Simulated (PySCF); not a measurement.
**Nb⁺ (niobium, charge +1) across methods**

[Kr] 4d4, high-spin 5D determinant. All numbers are calculated (PySCF 2.14, scalar relativity through the core potential, in def2-QZVPPD with the def2 core potential (28 electrons) (7s5p4d3f2g, 81 functions)). The B2PLYP total includes its PT2 part (frozen core); its orbital energies are those of the SCF part.

| method | E (hartree) | mean ε 4p α (eV) | mean ε 4p β (eV) | mean ε 4d α (eV) | Σ⟨r²⟩ (bohr²) | ⟨S²⟩ |
| --- | --- | --- | --- | --- | --- | --- |
| PBEsol | -56.4685 | -42.179 | -39.890 | -10.138 | 35.47 | 6.001 |
| B2PLYP | -56.4083 | -48.196 | -43.977 | -12.459 | 34.90 | 6.001 |
| UHF | -56.10934 | -53.208 | -46.966 | -14.554 | 34.46 | 6.004 |
| PBE | -56.5761 | -42.289 | -39.982 | -10.163 | 35.47 | 6.001 |

(1) Estimate the same row for B3LYP.

Energies and moments cover only the electrons outside the core potential.

Answers

(1) E (hartree) = -56.5853; mean ε 4p α (eV) = -44.835; mean ε 4p β (eV) = -41.968; mean ε 4d α (eV) = -11.187; Σ⟨r²⟩ (bohr²) = 35.59; ⟨S²⟩ = 6.001.
